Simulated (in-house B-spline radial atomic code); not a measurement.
Re3+: [Xe] 4f14 (5d3/2)2 (5d5/2)2 (an excited or competing configuration)

Computed with an all-electron radial atomic-structure program (B-spline basis): Dirac-Hartree-Fock, average of the jj configuration, Fermi nucleus of rms radius 5.3698 fm.

Effective charges: Z_r = [3n² - l(l+1)]/(2<r>) from the radius, Z_e = n√(-2ε) from the energy, and Slater's rules. Values are occupation-weighted means over j. An effective charge above Z reflects the relativistic contraction of the inner shells.

```csv
shell,electrons,ε (eV),<r> (bohr),Z_r,Z_e,Slater
1s,2,-72168,0.01804,83.16,72.83,74.70
2s,2,-12675,0.07554,79.43,61.05,70.85
2p,6,-11142,0.0679,73.64,57.23,70.85
3s,2,-3020.6,0.1965,68.71,44.70,63.75
3p,6,-2554.4,0.1967,63.56,41.11,63.75
3d,10,-1986.4,0.1793,58.56,36.25,53.85
4s,2,-687.39,0.4407,54.46,28.43,47.25
4p,6,-530.34,0.4669,49.26,24.97,47.25
4d,10,-320.92,0.5003,41.98,19.43,35.85
5s,2,-130.54,1.049,35.76,15.49,17.35
4f,14,-90.271,0.5728,31.43,10.30,24.45
5p,6,-87.43,1.202,30.38,12.67,17.35
5d,4,-38.792,1.668,20.68,8.44,5.95
```

The least bound orbital is 5d5/2 at -38.19 eV, and it is also the most diffuse (<r> = 1.693 bohr).

For the 1s electron the small component carries 8.02 % of the norm, the zero-frequency Breit interaction raises the level by 254.4 eV, self-energy by 159.7 eV, and vacuum polarisation lowers it by 30.66 eV.
